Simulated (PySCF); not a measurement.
An unknown is described by computed data only.

Formula: C3H12OSSi2.

| Item | Value |
| --- | --- |
| Dipole | 0.60 D [PBE0/pcSseg-1] |
| 1H NMR | chemical shifts (computed TMS as zero) by class: 6.15 (1 H), 3.68 (1 H), 3.60 (1 H), 1.88 (3 H), 1.43 (1 H), 1.23 (3 H), 0.98 (1 H), 0.97 (1 H) ppm [GIAO PBE0/pcSseg-1] |
| Rotational structure | rotational constants A, B, C: 1.972, 0.766, 0.663 GHz [GFN2-xTB] |
| NMR, other nuclei | isotropic shieldings of nuclei other than C and H, by class: 315 (1 O), 340 (1 Si), 429 (1 Si), 699 (1 S) ppm [GIAO PBE0/pcSseg-1] |
| 13C NMR | chemical shifts (computed TMS as zero) by class: 13.9 (1 C), 9.9 (1 C), 2.1 (1 C) ppm [GIAO PBE0/pcSseg-1] |

Gas-phase values; electronic properties from PySCF, density fitting. Levels stand in brackets. Isolated species at its GFN2-xTB geometry (one conformer only). NMR classes are plain means over equivalent atoms (diastereotopic ones count apart unless rotation or inversion swaps them), as if these changed places fast.

Question: What is the compound? Reason from the data.

Answer: Numbering: `[CH3:1][CH2:2][SiH2:3][Si@@H:4]([OH:5])[S:6][CH3:7]`. Its formula, C3H12OSSi2, gives 0 degrees of unsaturation, so no ring and no π bond. 3 carbons fall into 3 classes; from least to most shielded: methyl carbon [C1] (13.9 ppm), S-methyl carbon [C7] (9.9 ppm), sp3 carbon bound to silicon [C2] (2.1 ppm). Hydrogen classes from least to most shielded: 1 H on an oxygen-bound silicon, Si4 (6.15 ppm), 1 H on an SiH2 silicon, Si3 (3.68 ppm), 1 H on an SiH2 silicon, Si3 (3.60 ppm), 3 H on an S-methyl carbon, C7 (1.88 ppm), 1 H on a silanol oxygen, O5 (1.43 ppm), 3 H on a methyl carbon, C1 (1.23 ppm, a mean of values up to 0.6 ppm apart in this geometry), 1 H on an sp3 carbon bound to silicon, C2 (0.98 ppm), 1 H on an sp3 carbon bound to silicon, C2 (0.97 ppm). The other shieldings belong to: 315 ppm, silanol oxygen [O5]; 340 ppm, oxygen-bound silicon [Si4]; 429 ppm, SiH2 silicon [Si3]; 699 ppm, sulfur bonded to C and Si [S6]. The optimised geometry has point group C1 and is an asymmetric top. Structure: `CC[SiH2][Si@@H](O)SC`. Computed isomers that give other values at the same levels: `CS[SiH2]OCC[SiH3]` (13C chemical shifts (computed TMS as zero) by class: 65.6 (1 C), 16.4 (1 C), 7.8 (1 C) ppm); `CC(C)O[SiH2]S[SiH3]` (13C chemical shifts (computed TMS as zero) by class: 69.9 (1 C), 26.7 (2 C) ppm). The assignments are read from this structure; whether some other isomer fits the data as well wasn't checked. The mirror image fits equally.

Shape of the structure used: `[CH3:1][CH2:2][SiH2:3][Si@@H:4]([OH:5])[S:6][CH3:7]`: C1–C2–Si3–Si4 179°, C2–Si3–Si4–O5 -53°, Si3–Si4–S6–C7 67°, H–O5–Si4–Si3 158°.
